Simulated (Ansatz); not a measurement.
C2H6S2Si (`C=C([SiH3])SS`), charge 0, multiplicity 1.

Question: Give a relaxed structure at PBE0-D4/def2-TZVP (Ansatz 0.2.0). (Estimate.)

Answer: Computed: 
```xyz
11

C     1.5721   -1.0151    0.1732
C     0.4268   -0.4376   -0.1953
Si   -0.8238    0.1449    1.0751
S     0.0808   -0.3191   -1.9207
S    -1.3720    1.1034   -2.0503
H     1.7954   -1.1836    1.2207
H     2.3145   -1.3506   -0.5463
H    -2.1741   -0.3971    0.7854
H    -0.8865    1.6253    1.1489
H    -0.3398   -0.3753    2.3815
H    -0.5934    2.2046   -2.0722
```
This is one stationary point; other conformers may exist.
